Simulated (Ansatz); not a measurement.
Ansatz (a first-principles code) input (PBE0/def2-TZVP):

Ansatz 0.2 input:
```yaml
crystal:
  periodic: [false, false, false]
  atoms:
    - {symbol: B, position_ang: [0.86898149, -0.01908620, 0.04804700]}
    - {symbol: C, position_ang: [-0.68042635, 0.03011614, -0.00855566]}
    - {symbol: H, position_ang: [1.43617382, -0.96026324, 0.51593106]}
    - {symbol: H, position_ang: [1.52837762, 0.85392089, -0.43100645]}
    - {symbol: H, position_ang: [-1.10901199, 1.03181344, -0.06663557]}
    - {symbol: H, position_ang: [-0.92833931, -0.45791073, -0.96767820]}
    - {symbol: H, position_ang: [-1.18954946, -0.55282617, 0.76048813]}
basis:
  gaussian:
    orbitals: def2-TZVP
hamiltonian:
  xc: {name: PBE0}
```

Output:

```
Functional definition: PBE0
integrals: 0.02 GiB planned
569 factors; their error is unknown
mean field: 0.22 GiB planned
mean field evaluation 1: about -1787.3840 eV, gradient 4.6e1 eV
mean field evaluation 2: about -1786.5928 eV, gradient 4.7e1 eV
mean field evaluation 4: about -1792.3298 eV, gradient 6.0e-1 eV
mean field evaluation 8: about -1792.3232 eV, gradient 2.6e-1 eV
mean field evaluation 16: about -1792.3233 eV, gradient 1.4e-5 eV
mean field -1792.32326037 eV, -65.8666649382 hartree, gradient 1.4e-5 eV, S^2 0.000000; 0 other end points of the search recorded, 0 dependent functions left out
reference -1792.32328745 eV, -65.8666659334 hartree; 8, 8 occupied and 84, 84 virtual orbitals, 569 factors
Total energy: -1792.32328745 eV, -65.8666659334 hartree
```
